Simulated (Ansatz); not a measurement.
Compare A (`C#C[SiH2]O`) with its isomer B (`O=C1C[SiH2]1`).

Computed with Ansatz on PBE0-D4/def2-TZVP structures; ΔE is electronic, products minus reactants. CCSD(T)/CBS adds triple-zeta CCSD(T) − MP2 to the extrapolated MP2 energy (def2 sets, frozen cores). DFT in def2-TZVPP. B3LYP here is the variant with VWN-RPA as its local correlation; programs differ in this. Each species was taken in one conformer, which may not be the lowest.

A:

```xyz
8

C     1.513    0.793   -1.323
C     0.761    0.416   -0.458
Si   -0.398   -0.143    0.841
O    -1.379   -1.338    0.290
H     2.182    1.125   -2.084
H    -1.167    1.048    1.280
H     0.359   -0.722    1.970
H    -1.872   -1.177   -0.515
```

B:

```xyz
8

O    -1.666    0.310    1.515
C    -0.838    0.093    0.689
C     0.115    0.888   -0.156
Si    0.382   -0.986   -0.256
H     0.765    1.599    0.351
H    -0.354    1.316   -1.045
H     0.060   -1.633   -1.549
H     1.536   -1.587    0.451
```

(1) Which isomer does CCSD(T)/CBS put lower? Give the gap. (An estimate is asked.)

(2) Give E(B) − E(A) in kJ/mol with MP2/def2-TZVPP, B2PLYP, PBE0-D4, LDA (SPW92), r2SCAN-D4, B3LYP, ωB97M-V. (Best estimate.)

(3) Does the order hold for the free energy at 298.15 K (harmonic terms from PBE0-D4)? (Estimate.)

Largest T1 diagnostic: 0.017.

Answers

(1) Ansatz gave: A, by 196.0 kJ/mol.

(2) Ansatz gave: MP2/def2-TZVPP 203.1, B2PLYP 188.0, PBE0-D4 145.0, LDA (SPW92) 115.2, r2SCAN-D4 155.5, B3LYP 174.3, ωB97M-V 175.3. None reverses the order clearly.

(3) Computed: Yes: G(B) − G(A) = +194.3 kJ/mol, for one conformer each.

In def2-TZVPP, CCSD(T) changes the Hartree–Fock value by −36.1 kJ/mol (the triples alone add −7.0 kJ/mol) and MP2 by −22.8 kJ/mol. Leaving LDA and LC-ωPBE aside and taking each functional with its dispersion term where it has one, the values, not all of them listed here, spread over 65.3 kJ/mol, from revPBE-D4 to BHLYP-D4. LDA lies −13.2 kJ/mol from PBE without D4.
